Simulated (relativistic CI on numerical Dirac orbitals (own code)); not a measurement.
# Crystal-field levels of Ru5+, 4d3

Calculated by Dirac-Coulomb-Breit CI, separate exchange-only KLI orbitals for each configuration, QED by a radiative potential, valence Slater integrals scaled by 0.85, one configuration in a parametric crystal field (own radial code).

Field parameters in Wybourne normalisation: D4h B²₀ = −7Ds, B⁴₀ = 21(Dq − Dt), B⁴₄ = 21√(5/14) Dq; Td as Oh with Dq negative (B⁴₀ = 21Dq, B⁴₄ = √(5/14) B⁴₀). The field is a parameter set, without covalency.

S and J are read from ⟨S²⟩ = S(S + 1) and ⟨J²⟩ = J(J + 1) of each level; they are not fictitious spins.

D4h, 10Dq = 32300, Ds = -720, Dt = -730 cm⁻¹, the lowest 16 levels:

| E (cm⁻¹) | Degeneracy | Irrep | S | J |
| --- | --- | --- | --- | --- |
| 0.0 | 2 | Γ6 | 1.50 | 3.39 |
| 4.8 | 2 | Γ7 | 1.50 | 3.40 |
| 16748 | 2 | Γ7 | 0.52 | 4.11 |
| 16847 | 2 | Γ6 | 0.51 | 3.85 |
| 16981 | 2 | Γ7 | 0.50 | 3.82 |
| 17508 | 2 | Γ6 | 0.51 | 3.99 |
| 17710 | 2 | Γ6 | 0.51 | 3.81 |
| 26952 | 2 | Γ6 | 0.54 | 3.52 |
| 27166 | 2 | Γ7 | 0.51 | 3.61 |
| 27680 | 2 | Γ7 | 0.53 | 3.77 |
| 32423 | 2 | Γ7 | 1.49 | 3.32 |
| 32531 | 2 | Γ6 | 1.49 | 3.48 |
| 37423 | 2 | Γ6 | 1.49 | 3.05 |
| 37777 | 2 | Γ6 | 1.49 | 3.34 |
| 37928 | 2 | Γ7 | 1.49 | 3.49 |
| 38027 | 2 | Γ7 | 1.49 | 3.51 |

Principal g values of the ground doublet: 0.00, 0.00, 5.63.

D4h, 10Dq = 20900, Ds = -1150, Dt = 590 cm⁻¹, the lowest 16 levels:

```csv
E (cm⁻¹),Degeneracy,Irrep,S,J
0.0,2,Γ7,1.50,3.26
6.8,2,Γ6,1.49,3.29
12786,2,Γ6,0.69,3.69
14204,2,Γ7,0.70,3.96
14802,2,Γ6,1.15,3.50
14862,2,Γ7,1.19,3.57
15920,2,Γ6,1.34,3.67
16023,2,Γ7,1.40,3.52
16852,2,Γ7,1.04,3.74
17454,2,Γ6,0.80,3.57
18084,2,Γ6,0.91,3.72
20896,2,Γ7,1.44,2.89
20945,2,Γ6,1.48,3.41
23067,2,Γ7,1.33,3.02
24021,2,Γ6,1.45,3.12
24238,2,Γ7,1.44,3.40
```

Principal g values of the ground doublet: 1.79, 3.50, 3.50.

Td, 10Dq = -10800 cm⁻¹, the lowest 16 levels:

```csv
E (cm⁻¹),Degeneracy,Irrep,S,J
0.0,4,Γ8,1.46,2.53
707,2,Γ7,1.50,2.80
2114,4,Γ8,1.49,3.59
3198,2,Γ6,1.49,4.15
7586,4,Γ8,0.60,3.86
10411,4,Γ8,1.44,3.31
10556,2,Γ7,1.46,3.25
11488,2,Γ6,1.45,3.77
11890,4,Γ8,1.46,3.98
16035,2,Γ6,0.59,4.47
16426,4,Γ8,0.57,4.37
16578,2,Γ7,0.57,3.55
18027,4,Γ8,0.65,3.87
19486,2,Γ6,0.85,2.15
19792,4,Γ8,0.98,2.79
22168,4,Γ8,1.43,3.77
```

The free-ion ground term has S = 3/2. Every field shown keeps that spin.

Levels of this model without a field, named by their leading LS term: 4F_3/2 0, 4F_5/2 1408, 4F_7/2 3114, 4F_9/2 4968, 4P_3/2 14132, 4P_1/2 14240, 2G_7/2 15954, 4P_5/2 16457 cm⁻¹.
